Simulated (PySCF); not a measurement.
## Energy of Ru⁻ (ruthenium, charge -1) between two integer charges

The 5s beta orbital of [Kr] 4d7 5s2 is emptied in steps (occupation f), with all orbitals relaxed, ending at [Kr] 4d7 5s1. Calculation: PySCF 2.14, in aug-cc-pVTZ-PP with ECP28MDF (6s6p5d3f2g, 88 functions); scalar relativity through the core potential. The exact energy is a straight line in f; departures are measured from the line between the end points of the same method.

| f | BHandHLYP (eV) | BLYP (eV) |
| --- | --- | --- |
| 1 | 0.000 | 0.000 |
| 0.75 | -0.185 | -0.423 |
| 0.5 | -0.257 | -0.584 |
| 0.25 | -0.200 | -0.451 |
| 0 | 0.000 | 0.000 |

```
   method  E(f=0) − E(f=1) (eV)  −ε at f=1 (eV)  −ε at f=0.5 (eV)
BHandHLYP                 0.754          -0.191             0.714
     BLYP                 1.092          -1.077             1.018
```

Orbital energy along the path (eV):

```json
{"f": "1", "BHandHLYP": "0.191", "BLYP": "1.077"}
{"f": "0.75", "BHandHLYP": "-0.230", "BLYP": "0.100"}
{"f": "0.5", "BHandHLYP": "-0.714", "BLYP": "-1.018"}
{"f": "0.25", "BHandHLYP": "-1.256", "BLYP": "-2.249"}
{"f": "0", "BHandHLYP": "-1.858", "BLYP": "-3.543"}
```

At f = 1 the orbital energy is positive for BHandHLYP, BLYP: only the finite basis holds the electron.

Reference removal energy between the ground levels: 1.046 eV (measured; photodetachment measurements, as compiled on the Wikipedia data page of electron affinities). The calculation has no spin-orbit coupling.
